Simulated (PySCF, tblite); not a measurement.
Isomers of C6H10O2SSi. Computed with GFN2-xTB (tblite): harmonic, unscaled wavenumbers at the GFN2-xTB geometry, gas phase. Against measured fundamentals such values can be off by several per cent, at times by over 20. Modes of hydrogen on silicon can be 10 to 20 % off. One conformer each.

Electronic energies: PBE0/pcSseg-1 single points on the GFN2-xTB geometries (PySCF, gas phase).

| SMILES | electronic energy, lowest = 0 (kcal/mol) |
| --- | --- |
| CO[SiH2]c1ccc(OC)s1 | 17.4 |
| CS[SiH2]CC1=COC(=O)C1 | 0.0 |
| CS/C=C/[C@H]1OC[SiH2]C1=O | 55.0 |

Q: How do GFN2-xTB zero-point energies change the relative energies?

A: 
```json
{"SMILES": "CS[SiH2]CC1=COC(=O)C1", "ZPE (kcal/mol)": "90.9", "of it from modes above 1550 cm⁻¹": "46.2", "electronic (kcal/mol)": "0.0", "with ZPE, lowest = 0 (kcal/mol)": "0.0", "lowest mode (cm⁻¹)": "26", "rings": "1"}
{"SMILES": "CO[SiH2]c1ccc(OC)s1", "ZPE (kcal/mol)": "90.6", "of it from modes above 1550 cm⁻¹": "43.1", "electronic (kcal/mol)": "17.4", "with ZPE, lowest = 0 (kcal/mol)": "17.1", "lowest mode (cm⁻¹)": "22", "rings": "1"}
{"SMILES": "CS/C=C/[C@H]1OC[SiH2]C1=O", "ZPE (kcal/mol)": "89.7", "of it from modes above 1550 cm⁻¹": "46.0", "electronic (kcal/mol)": "55.0", "with ZPE, lowest = 0 (kcal/mol)": "53.8", "lowest mode (cm⁻¹)": "12", "rings": "1"}
```

The zero-point energies span 1.2 kcal/mol, from `CS/C=C/[C@H]1OC[SiH2]C1=O` to `CS[SiH2]CC1=COC(=O)C1`. The order is unchanged.

Q: And how do the electronic energies of GFN2-xTB itself compare?

A: `CS[SiH2]CC1=COC(=O)C1` 2.8; `CO[SiH2]c1ccc(OC)s1` 0.0; `CS/C=C/[C@H]1OC[SiH2]C1=O` 58.5 kcal/mol, lowest = 0. Against the energies above, taken from the same isomer `CS[SiH2]CC1=COC(=O)C1`, the largest difference is 20.2 kcal/mol.
